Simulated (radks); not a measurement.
B+, configuration [He] 2s2.

All-electron calculation, scalar-relativistic Kohn-Sham, PBE, spin-polarised, spherical densities, finite nucleus; Fermi nuclear charge, rms radius 2.406 fm. Program: a radial shooting solver on a logarithmic mesh with Libxc functionals.

Energy parts (eV):
part                     energy
total                  -661.268
kinetic                 659.493
electron-nucleus      -1486.098
Hartree                 261.765
exchange-correlation    -96.428

Orbitals (lengths in bohr, moments of r in powers of bohr; r(90%) holds 90 % of the orbital's charge):
| orbital | occ. | eigenvalue (eV) | r(90%) |
|---|---|---|---|
| 1s | 2 | -193.6261 | 0.592 |
| 2s | 2 | -19.5110 | 2.78 |
| 2p | 0 | -13.3642 | 3.04 |

The highest occupied level is 2s at -19.511 eV. The density falls to 0.001 e/bohr^3 at r = 3.33 bohr. For comparison, the ionisation energy in NIST's Atomic Spectra Database is 25.155 eV (measured). In exact Kohn-Sham theory the highest level is minus the ionisation energy, but local and semilocal functionals leave it too shallow, through self-interaction and a potential that decays too fast; potentials with the right tail come closer. The electron density at the nucleus is 74.05 e/bohr^3 (large components only). Summed over all electrons, <r^2> = 7.797 bohr^2, which gives a Langevin (diamagnetic) susceptibility term of -6.18 x 10^-6 cm^3/mol.
